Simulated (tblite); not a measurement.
Compound: C₇H₁₀NP.
Bonds: C1–C2 (double), C2–P3, P3–N4 (double), P3–C5, C5–C6 (double), C6–C7, C7–C8, C8–C9 (double), P3–C9. Hydrogens: H10, H11 on C1; H12 on C2; H13 on N4; H14 on C5; H15 on C6; H16, H17 on C7; H18 on C8; H19 on C9.

Structure optimised with GFN2-xTB, isolated species.

Question: List the bond lengths, angles and torsions at this level.

Answer: 
| bond | length (Å) |
| --- | --- |
| C1=C2 | 1.323 |
| C2–P3 | 1.800 |
| P3=N4 | 1.560 |
| P3–C5, P3–C9 | 1.815 |
| C5=C6, C8=C9 | 1.326 |
| C6–C7, C7–C8 | 1.493 |
| C1–H10 | 1.080 |
| C1–H11 | 1.079 |
| C2–H12 | 1.081 |
| N4–H13 | 1.011 |
| C5–H14, C9–H19 | 1.085 |
| C6–H15, C8–H18 | 1.086 |
| C7–H16 | 1.098 |
| C7–H17 | 1.098 |

Bonds in one row agree within 0.01 Å and their mean is given. A selection of angles:
| angle | degrees |
| --- | --- |
| C1–C2–P3 | 122.7 |
| C2–P3–N4 | 104.5 |
| C2–P3–C5 | 106.6 |
| C2–P3–C9 | 106.5 |
| N4–P3–C5 | 119.0 |
| C5–P3–C9 | 100.2 |
| P3–C5–C6 | 124.6 |
| C5–C6–C7 | 126.4 |
| C6–C7–C8 | 117.1 |
| H13–N4–P3 | 115.3 |

Torsions: C1–C2–P3–N4 -179° (antiperiplanar); C2–P3–C5–C6 -117° (anticlinal); P3–C5–C6–C7 7° (synperiplanar); C5–C6–C7–C8 -6° (synperiplanar); C6–C7–C8–C9 6° (synperiplanar); C7–C8–C9–P3 -7° (synperiplanar); C2–P3–C9–C8 117° (anticlinal); H13–N4–P3–C2 180° (antiperiplanar). The mirror-image conformer, all signs reversed, is as good.

The 5 C–C bonds span 1.323 Å (C1=C2, drawn double) to 1.493 Å (C7–C8, drawn single), a spread of 0.170 Å. The 6-membered ring P3–C5–C6–C7–C8–C9 has internal angles of 100.2° to 126.5° (sum 719°, against 720° for a flat polygon); it is almost planar, 0.02 Å rms from its mean plane, widest ring torsion 7°. P3 (phosphorus bonded to 3 C and N) is distorted tetrahedral (angles from 100.2° to 119.1°).

Point group: near Cs, missed by 0.08 Å at most; the miss may be what the optimiser left on a soft mode. Its GFN2-xTB frequencies are all real (lowest 39 cm⁻¹). The numbers are those of one conformer. 2 starts were optimised and ended at 0.00 and 1.10 kcal/mol (GFN2-xTB); the lowest of these is shown.

All values are computed, not measured.
